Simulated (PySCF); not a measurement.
Species: C5H3ClO2.
Atom-mapped SMILES: `[O:1]=[c:2]1[cH:3][c:4]([Cl:5])[cH:6][cH:7][o:8]1` (hydrogens: H9 on C3; H10 on C6; H11 on C7)

The geometry is computed with GFN2-xTB (gas phase).

(1) What internal coordinates does the optimisation give?

## Answers

(1) 
```csv
bond,length (Å)
O1=C2,1.201
C2–C3,1.448
C3–C4,1.354
C4–Cl5,1.718
C4–C6,1.427
C6–C7,1.348
C7–O8,1.327
C2–O8,1.388
C3–H9,1.077
C6–H10,1.075
C7–H11,1.082
```

A selection of angles:
```csv
angle,degrees
O1–C2–C3,126.2
O1–C2–O8,118.1
C3–C2–O8,115.7
C2–C3–C4,121.0
C3–C4–Cl5,121.4
C3–C4–C6,120.1
Cl5–C4–C6,118.5
C4–C6–C7,117.2
C6–C7–O8,124.0
C2–O8–C7,121.9
```

The 8 heavy atoms lie in one plane (0.001 Å rms). The 4 C–C bonds span 1.348 Å (C6–C7, drawn aromatic) to 1.448 Å (C2–C3, drawn aromatic), a spread of 0.100 Å. The 6-membered ring C2–C3–C4–C6–C7–O8 has internal angles of 115.7° to 124.0° (sum 720°, against 720° for a flat polygon); it is planar, 0.00 Å rms from its mean plane, widest ring torsion 0°. The C–O distances run from 1.201 Å (O1=C2, drawn double) to 1.388 Å (C2–O8, drawn aromatic), a spread of 0.187 Å.

Point group: Cs (tolerance 0.08 Å). No frequency check.
